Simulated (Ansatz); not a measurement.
Born–Oppenheimer molecular dynamics of C$_{2}$H$_{8}$OSn (12 atoms, charge 0, multiplicity 1). It starts from a relaxed structure.

The calculation used Ansatz, RKS B3LYP-D4/def2-mTZVP.

* ensemble: NVT, Nosé–Hoover chain
* time step: 0.5 fs
* steps asked: 86
* set temperature: 1500 K
* thermostat: time constant 100 fs, chain length 3 (defaults)
* masses: H 2.014 u
* seed: 231068

Frames 2.5 fs apart, positions in Å, forces in eV/Å.

Velocities at 5.0 fs (Å/ps):

```
Sn 1.99 -1.50 -0.46
H -24.01 34.75 -6.75
C -3.60 6.00 7.37
H -12.32 2.52 -10.68
H 4.58 12.25 7.41
H 13.06 -7.54 1.91
O -2.81 -2.46 0.66
H -3.88 -43.15 -29.83
C 3.06 14.09 1.27
H 8.89 4.65 29.00
H -46.45 8.01 3.49
H -31.56 -23.43 -24.06
```

```xyz
12
Properties=species:S:1:pos:R:3:forces:R:3 time_fs=5.0 energy_less_start_eV=0.587 T=1048
Sn 0.026 -0.161 -0.001 0.05 0.83 0.23
H -0.171 0.097 1.688 0.10 -0.31 0.11
C 1.973 0.097 -0.752 1.85 -0.22 -0.43
H 2.544 -0.854 -0.699 -0.27 0.44 0.24
H 1.987 0.325 -1.820 -0.44 0.08 -0.04
H 2.606 0.887 -0.296 -0.61 -0.47 0.08
O -0.905 1.468 -0.711 -2.57 0.41 1.19
H -1.805 1.601 -0.216 2.39 -0.26 -1.38
C -1.013 -1.801 -0.775 -1.04 -1.32 -0.06
H -1.871 -2.001 -0.176 -1.13 0.61 0.91
H -1.447 -1.726 -1.750 0.04 0.82 -0.88
H -0.696 -2.821 -0.771 1.63 -0.61 0.03
12
Properties=species:S:1:pos:R:3:forces:R:3 time_fs=7.5 energy_less_start_eV=0.719 T=946
Sn 0.031 -0.164 -0.002 0.15 1.44 0.43
H -0.229 0.179 1.673 0.16 -0.47 0.04
C 1.969 0.111 -0.735 1.70 -0.27 -0.89
H 2.510 -0.843 -0.721 -0.01 0.06 0.31
H 1.991 0.357 -1.802 -0.55 0.11 0.01
H 2.629 0.863 -0.289 -0.44 -0.13 0.37
O -0.916 1.462 -0.708 0.08 -0.13 -0.24
H -1.788 1.492 -0.306 -0.32 0.25 0.00
C -1.010 -1.771 -0.773 -2.73 -3.80 -0.79
H -1.860 -1.979 -0.093 0.01 0.77 0.09
H -1.559 -1.694 -1.747 0.79 0.82 0.55
H -0.752 -2.878 -0.830 1.17 1.36 0.11
12
Properties=species:S:1:pos:R:3:forces:R:3 time_fs=10.0 energy_less_start_eV=0.983 T=745
Sn 0.036 -0.167 -0.003 0.17 1.77 0.55
H -0.283 0.246 1.659 0.23 -0.61 -0.04
C 1.973 0.124 -0.723 1.01 -0.33 -1.17
H 2.476 -0.830 -0.735 0.34 -0.46 0.27
H 1.980 0.392 -1.783 -0.51 0.14 0.00
H 2.641 0.834 -0.271 -0.05 0.35 0.67
O -0.926 1.456 -0.706 2.85 -0.05 -1.24
H -1.783 1.389 -0.396 -3.15 0.16 0.94
C -1.019 -1.760 -0.774 -3.62 -4.25 -0.74
H -1.850 -1.935 -0.007 0.72 0.56 -0.70
H -1.648 -1.637 -1.730 1.22 0.63 1.19
H -0.774 -2.898 -0.886 0.81 2.10 0.27
12
Properties=species:S:1:pos:R:3:forces:R:3 time_fs=12.5 energy_less_start_eV=0.757 T=919
Sn 0.041 -0.169 -0.003 0.02 1.65 0.53
H -0.330 0.295 1.643 0.30 -0.72 -0.06
C 1.982 0.136 -0.716 0.57 -0.41 -1.00
H 2.451 -0.830 -0.741 0.49 -0.56 0.13
H 1.953 0.431 -1.765 -0.33 0.16 -0.05
H 2.650 0.816 -0.233 0.10 0.48 0.66
O -0.928 1.450 -0.707 -0.39 -0.26 -0.23
H -1.855 1.291 -0.465 0.01 0.45 -0.20
C -1.046 -1.769 -0.779 -3.04 -2.58 0.04
H -1.821 -1.875 0.059 0.66 0.02 -0.99
H -1.702 -1.561 -1.679 1.02 0.37 0.85
H -0.771 -2.858 -0.935 0.58 1.41 0.30
12
Properties=species:S:1:pos:R:3:forces:R:3 time_fs=15.0 energy_less_start_eV=0.719 T=951
Sn 0.046 -0.170 -0.003 -0.20 1.31 0.40
H -0.367 0.323 1.626 0.35 -0.75 0.00
C 1.994 0.145 -0.714 0.71 -0.51 -0.40
H 2.441 -0.845 -0.743 0.38 -0.08 -0.04
H 1.916 0.475 -1.748 -0.06 0.14 -0.04
H 2.661 0.810 -0.176 -0.19 0.11 0.21
O -0.931 1.443 -0.710 -2.96 -0.76 0.07
H -1.929 1.208 -0.537 2.56 1.02 -0.60
C -1.089 -1.790 -0.783 -1.59 0.54 1.23
H -1.773 -1.815 0.097 0.03 -0.65 -0.62
H -1.727 -1.474 -1.605 0.26 0.25 -0.21
H -0.749 -2.780 -0.975 0.69 -0.63 0.01
12
Properties=species:S:1:pos:R:3:forces:R:3 time_fs=17.5 energy_less_start_eV=0.829 T=869
Sn 0.052 -0.170 -0.004 -0.33 1.05 0.26
H -0.395 0.329 1.609 0.37 -0.72 0.12
C 2.010 0.152 -0.714 0.81 -0.56 0.17
H 2.442 -0.863 -0.746 0.24 0.49 -0.20
H 1.877 0.523 -1.732 0.24 0.06 0.09
H 2.667 0.807 -0.113 -0.50 -0.28 -0.35
O -0.944 1.433 -0.713 -2.67 -0.79 -0.25
H -1.933 1.154 -0.626 2.31 1.08 -0.34
C -1.139 -1.810 -0.782 -0.04 2.41 1.57
H -1.725 -1.773 0.118 -0.80 -1.18 0.31
H -1.744 -1.380 -1.537 -0.37 0.20 -1.06
H -0.707 -2.718 -1.016 0.74 -1.78 -0.32
12
Properties=species:S:1:pos:R:3:forces:R:3 time_fs=20.0 energy_less_start_eV=0.850 T=854
Sn 0.057 -0.170 -0.004 -0.43 0.90 0.14
H -0.411 0.313 1.595 0.38 -0.63 0.27
C 2.030 0.156 -0.713 0.41 -0.47 0.36
H 2.450 -0.866 -0.755 0.22 0.67 -0.31
H 1.846 0.573 -1.712 0.51 -0.08 0.27
H 2.658 0.798 -0.060 -0.49 -0.34 -0.61
O -0.966 1.420 -0.716 0.56 0.03 -0.44
H -1.875 1.130 -0.725 -0.82 0.22 -0.14
C -1.189 -1.818 -0.773 1.43 1.68 0.31
H -1.699 -1.766 0.147 -1.21 -1.40 0.90
H -1.770 -1.280 -1.497 -0.19 -0.33 -0.77
H -0.646 -2.702 -1.064 -0.39 -0.25 0.02
12
Properties=species:S:1:pos:R:3:forces:R:3 time_fs=22.5 energy_less_start_eV=1.033 T=717
Sn 0.061 -0.170 -0.003 -0.61 0.70 0.05
H -0.416 0.279 1.589 0.38 -0.50 0.41
C 2.051 0.158 -0.711 -0.41 -0.26 0.22
H 2.466 -0.851 -0.774 0.36 0.34 -0.39
H 1.830 0.621 -1.685 0.68 -0.17 0.31
H 2.636 0.779 -0.024 -0.13 -0.05 -0.42
O -0.986 1.407 -0.721 3.22 0.91 -0.02
H -1.841 1.112 -0.830 -3.31 -0.71 -0.52
C -1.233 -1.817 -0.763 1.93 1.16 -0.25
H -1.708 -1.801 0.200 -0.82 -1.35 0.10
H -1.802 -1.191 -1.479 0.26 -1.15 0.01
H -0.596 -2.695 -1.111 -1.55 1.08 0.49
12
Properties=species:S:1:pos:R:3:forces:R:3 time_fs=25.0 energy_less_start_eV=0.961 T=775
Sn 0.066 -0.169 -0.003 -0.85 0.38 0.01
H -0.410 0.229 1.596 0.39 -0.37 0.46
C 2.071 0.158 -0.707 -1.21 -0.10 0.03
H 2.492 -0.826 -0.804 0.53 -0.16 -0.41
H 1.833 0.664 -1.649 0.69 -0.13 0.09
H 2.610 0.758 0.001 0.35 0.35 0.05
O -0.997 1.397 -0.727 -0.19 -0.11 -0.48
H -1.889 1.078 -0.948 0.26 0.35 0.02
C -1.268 -1.811 -0.753 1.70 1.13 0.43
H -1.740 -1.875 0.255 -0.18 -0.97 -1.22
H -1.826 -1.135 -1.461 0.36 -1.56 0.43
H -0.591 -2.658 -1.145 -1.84 1.20 0.58
12
Properties=species:S:1:pos:R:3:forces:R:3 time_fs=27.5 energy_less_start_eV=0.892 T=833
Sn 0.070 -0.167 -0.003 -1.14 0.08 0.04
H -0.392 0.168 1.616 0.42 -0.24 0.39
C 2.085 0.158 -0.703 -1.34 -0.16 0.19
H 2.534 -0.805 -0.846 0.48 -0.25 -0.33
H 1.857 0.703 -1.611 0.56 0.04 -0.28
H 2.594 0.748 0.026 0.53 0.41 0.26
O -1.007 1.387 -0.734 -2.36 -0.76 -1.25
H -1.934 1.053 -1.065 2.59 1.03 0.92
C -1.294 -1.799 -0.741 1.24 1.21 1.47
H -1.778 -1.978 0.275 0.19 -0.37 -1.85
H -1.841 -1.123 -1.432 -0.01 -1.26 0.28
H -0.638 -2.588 -1.163 -1.15 0.27 0.18
12
Properties=species:S:1:pos:R:3:forces:R:3 time_fs=30.0 energy_less_start_eV=0.657 T=1020
Sn 0.073 -0.166 -0.003 -1.44 -0.11 0.12
H -0.362 0.100 1.647 0.46 -0.12 0.19
C 2.092 0.157 -0.699 -0.74 -0.24 0.48
H 2.589 -0.790 -0.898 0.12 0.20 -0.09
H 1.898 0.744 -1.580 0.39 0.14 -0.46
H 2.592 0.748 0.058 0.33 0.02 -0.03
O -1.026 1.374 -0.746 -1.71 -0.54 -1.15
H -1.908 1.057 -1.157 2.14 0.75 1.00
C -1.313 -1.781 -0.721 0.76 1.44 2.47
H -1.812 -2.092 0.242 0.18 0.15 -1.49
H -1.857 -1.148 -1.396 -0.76 -0.36 -0.30
H -0.717 -2.511 -1.177 0.28 -1.32 -0.73
12
Properties=species:S:1:pos:R:3:forces:R:3 time_fs=32.5 energy_less_start_eV=0.498 T=1149
Sn 0.076 -0.165 -0.003 -1.74 -0.17 0.21
H -0.318 0.028 1.684 0.49 0.01 -0.07
C 2.096 0.155 -0.691 0.02 0.00 0.30
H 2.649 -0.769 -0.953 -0.32 0.60 0.24
H 1.951 0.788 -1.562 0.23 -0.03 -0.18
H 2.600 0.748 0.089 0.04 -0.42 -0.39
O -1.050 1.359 -0.761 1.55 0.51 0.61
H -1.824 1.081 -1.222 -0.90 -0.45 -0.53
C -1.329 -1.756 -0.690 1.20 0.90 1.82
H -1.842 -2.204 0.166 -0.16 0.32 -0.35
H -1.895 -1.185 -1.368 -1.26 0.36 -0.62
H -0.791 -2.471 -1.211 0.85 -1.63 -1.04
```

Of the whole run (43 fs, mean temperature of the second half 886 K): The conserved energy stayed within 0.39 meV per atom of its start (net change 0.21 meV per atom), so the integration is sound. The mean temperature of the second half is 41 % below the set value. A run of 0.043 ps of so small a system gives no equilibrium averages.

The run took 15 min on 2 threads of Intel(R) Xeon(R) Processor @ 2.50GHz (Skylake/Cascade Lake), on a shared host, peak memory 0.31 GiB.
